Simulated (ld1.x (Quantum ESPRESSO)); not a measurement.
## What one change does to a pseudopotential (carbon (C), TM)

* Element: C (Z = 6)
* Generator: ld1.x (Quantum ESPRESSO) 7.5
* Type: norm-conserving Troullier–Martins (Kleinman–Bylander form)
* Functional: PW91
* Relativity: scalar-relativistic
* Frozen core: [He]
* Valence charge: 4
* Reference configuration: 2s2 2p2
* Partial waves: 2s (bound): rc 1.15 bohr; 2p (bound): rc 2.10 bohr
* Local potential: all-electron potential smoothed inside 1.10 bohr (lloc = -2)
* Core correction: none

All-electron outer shells of the reference configuration (PW91, scalar-relativistic, ld1.x):

```
shell  level (eV)  outermost node (bohr)  outermost maximum (bohr)
   1s     -273.70                      –                      0.17
   2s      -13.80                   0.38                      1.22
   2p       -5.34                      –                      1.20
```

Change: functional LDA (PZ).

Cutoffs: the cutoffs (Ry, on a coarse ladder) from which the occupation-weighted sum of valence levels, in a spherical-Bessel basis at the reference potential, stays within 10 and 1 mRy of its value at 400 Ry; they do not see the model core or the augmentation charge, which bear on the density cutoff. Errors are all-electron minus pseudo energies relative to the spin-unpolarised reference configuration.

What does the change do?

The potential gets neither clearly harder nor softer (35 Ry and 90 Ry → 35 Ry and 90 Ry); the number of tests with a reliable result goes from 7 to 9; of the 7 tests that both files solve, the error grows in 2 and shrinks in 1 by more than 15 % and 0.3 meV (median size 32.7 → 26.4 meV); neither file shows a bound ghost.

| quantity | base | changed |
| --- | --- | --- |
| cutoff, loose | 35 Ry | 35 Ry |
| cutoff, tight | 90 Ry | 90 Ry |
| bound ghosts | none | none |
| error for 2s2 2p1, meV [ΔE 10.93 → 10.99 eV] | +33 | +35 |
| error for 2s2 2p0, meV [ΔE 35.16 → 35.25 eV] | +335 | +345 |
| error for 2s1 2p0, meV [ΔE 83.42 → 83.22 eV] | +709 | +781 |
| error for 2s1 2p3, meV [ΔE 8.47 → 8.24 eV] | -0.5 | +4.2 |
| error for 2s2 2p1.5, meV [ΔE 3.99 → 4.03 eV] | +4.3 | +4.6 |
| error for 2s0 2p4, meV [ΔE 16.95 → 16.52 eV] | -9.3 | +20 |
| error for 2s1 2p2, meV [ΔE 19.67 → 19.48 eV] | -34 | -26 |
| s: phases at 2.29 bohr within 0.05 rad from the reference energy up to (Ry; the scan ends near 5) | 2.4 | 2.4 |
| p: phases at 2.29 bohr within 0.05 rad from the reference energy up to (Ry; the scan ends near 5) | 1.9 | 1.9 |
